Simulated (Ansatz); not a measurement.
Four-centre ligand exchange

Start structure (Si$_{2}$H$_{6}$F$_{2}$, closed shell), relaxed at PBE0-D4/def2-TZVP:

Si1  (-1.867, 0.550, -0.331)
H2  (-1.763, -0.772, -0.974)
F3  (-3.137, 1.296, -0.919)
F4  (-0.587, 1.407, -0.721)
H5  (-1.983, 0.518, 1.139)
H6  (2.830, -1.596, 0.890)
Si7  (1.873, -0.594, 0.357)
H8  (0.515, -0.913, 0.876)
H9  (1.856, -0.659, -1.125)
H10  (2.264, 0.764, 0.808)
(Å)

The step: SiH₂F₂ ([F][SiH2][F]) + SiH₄ → Si₂H₄F₂ ([F][SiH]([F])[SiH3]) + H₂; bonds formed: Si1–Si7, H2–H6; bonds broken: Si1–H2, H6–Si7. Program: Ansatz 0.2.0. Basis: def2-TZVPP and def2-QZVPP. Cores are frozen in the correlated methods. Extrapolation: Hartree–Fock as exp(−7.88 √X), correlation as X^−2.97. Energies below are by CCSD(T) at an estimated basis limit (MP2 extrapolated from triple and quadruple zeta, plus CCSD(T) − MP2 in triple zeta).

**Question.** What are the electronic barrier and the energy of the step, from the start structure to the end structure? (An estimate is asked for; the value comes from the calculation.)

**Answer.** By the calculation: Barrier 325.6 kJ/mol; step energy 35.3 kJ/mol (uphill); reverse barrier, their difference, 290.3 kJ/mol. Barrier and step energy count from the start structure, the reverse barrier from the end structure.

The saddle point: One imaginary mode of 1213i cm⁻¹.
```tsv
pair	start (Å)	saddle (Å)	end (Å)
Si1–Si7	3.97	2.55	2.34
H2–H6	5.02	1.02	0.75
Si1–H2	1.47	1.82	3.68
H6–Si7	1.48	1.68	3.67
```

Zero-point energy (harmonic, PBE0-D4): ZPE is 144.4 kJ/mol at the start and 140.2 kJ/mol at the saddle, so the barrier goes from 325.6 to 321.4 kJ/mol.

No T1 diagnostic of these runs exceeds 0.014.

Labels in which every atom is bracketed show which atoms are joined, not bond orders.

For scale, one of the runs: CCSD(T)/def2-TZVPP, 230 basis functions, launched by `ansatz run in.yaml --threads 4 --pin off --events-out ev --progress --plain --max-ram 9574MiB`. Time: 83 s of wall clock on 4 CPU threads of an Arm Neoverse V2; the host was shared. Peak host memory: 3.8 GiB.
